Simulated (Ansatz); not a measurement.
Two members of one family (Series ZrX4), computed with Ansatz in the gas phase; def2 core potentials for Zr, no spin–orbit coupling. The two geometries come from different levels. Binding counts from free atoms in the multiplicity of their measured ground term, without zero-point energy. A dash marks a value that wasn't run or was left out as unsound. The structures are stationary points that may keep the symmetry of their start. Remarks come from the PBE and PBE0 runs and from stability tests at other levels; not every state was tested. HOMO above LUMO (over both spins in singlets and doublets, within one spin in higher multiplets; at PBE or PBE0), or a gap under 0.15 eV within one spin, warns that the state may not be the lowest or that an electron is smeared out.

First: ZrH4 (singlet, charge 0, PBE-D4/def2-TZVP geometry).

```xyz
5

Zr    0.000    0.000    0.000
H     0.950    1.538   -0.399
H    -1.700    0.456    0.570
H     0.870   -0.933    1.340
H    -0.121   -1.061   -1.512
```

| level | HOMO (eV) | LUMO (eV) | gap (eV) | vertical IE (eV) | vertical triplet (eV) | binding per atom (eV) |
| --- | --- | --- | --- | --- | --- | --- |
| PBE-D4/def2-SVP | -7.16 | -3.47 | 3.69 | – | – | – |
| PBE-D4/def2-TZVP | -7.21 | -3.51 | 3.70 | 10.38 | 3.33 | – |
| r2SCAN-D4/def2-TZVP | -7.54 | -3.26 | 4.28 | 10.57 | 3.52 | – |
| PBE0-D4/def2-TZVP | -8.52 | -2.45 | 6.07 | 10.73 | 3.63 | 2.43 |
| LC-ωPBE/def2-TZVP | -11.42 | -0.03 | 11.40 | – | – | 2.45 |

Metal–donor distances: 4 × H 1.85 Å. Remarks: gap within one spin near zero at PBE or PBE0 (+1 doublet), gap within one spin near zero at PBE or PBE0 (triplet).

Second: ZrCl4 (singlet, charge 0, r2SCAN-D4/def2-SVP geometry).

Cartesian coordinates in Å:
```
Zr 0.000 0.000 0.000
Cl -0.549 2.249 0.257
Cl 0.752 -0.853 2.032
Cl 1.679 -0.211 -1.599
Cl -1.882 -1.184 -0.690
```

Estimate how these quantities change from the first to the second (second minus first).


```csv
level,Δ HOMO (eV),Δ LUMO (eV),Δ gap (eV),Δ vertical IE (eV),Δ vertical triplet (eV),Δ binding per atom (eV)
PBE-D4/def2-SVP,-1.11,0.08,1.19,–,–,–
PBE-D4/def2-TZVP,-1.14,-0.01,1.13,0.51,1.59,–
r2SCAN-D4/def2-TZVP,-1.20,-0.17,1.02,0.65,1.61,–
PBE0-D4/def2-TZVP,-1.22,-0.33,0.89,0.81,1.64,1.69
LC-ωPBE/def2-TZVP,-1.09,-0.60,0.49,–,–,1.58
```

Metal–donor distances: 4 × Cl 2.33 Å. Remarks: gap within one spin near zero at PBE or PBE0 (+1 doublet), gap within one spin near zero at PBE or PBE0 (triplet).
